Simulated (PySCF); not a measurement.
Precursor series Ti F-OH. Gas-phase values, no solvent. One relaxed conformer stands for each flexible species; it need not be the lowest. All members: neutral, multiplicity 1. Level: TPSSh-D3(BJ)/def2-TZVP // BP86-D3(BJ)/def2-SVP (PySCF), beside PBE-D3(BJ)/def2-TZVP // BP86-D3(BJ)/def2-SVP (PySCF) at the same geometries.  Orbital energies are measured against the vacuum level.

| species | HOMO, PBE (eV) | HOMO, TPSSh-D3(BJ) (eV) |
|---|---|---|
| [Ti(F)4] | -10.43 | -11.38 |
| [Ti(F)3(OH)] | -8.81 | -9.62 |
| [Ti(F)2(OH)2] | -8.26 | -9.05 |
| [Ti(F)(OH)3] | -7.86 | -8.64 |
| [Ti(OH)4] | -7.31 | withheld |

**Question.** Fit y = a + b·x, y being the HOMO at the first level, to the 4 complete rows by least squares, with x = the PBE value in eV. Give a, b and the rms residual, and predict the withheld value.

**Answer.** Means of the 4 rows: x̄ = -8.84, ȳ = -9.6725 eV. Σ(x − x̄)² = 3.8258 and Σ(x − x̄)(y − ȳ) = 4.0894, so b = 1.069 and a = ȳ − b·x̄ = -0.223 eV. The rms residual is 0.013 eV. At x = -7.31 the line gives -8.04 eV, outside the range of the fitted rows. The run for [Ti(OH)4] gave -8.07 eV, so the line is off by 0.03 eV, more than twice the rms residual.

Codes: PySCF.
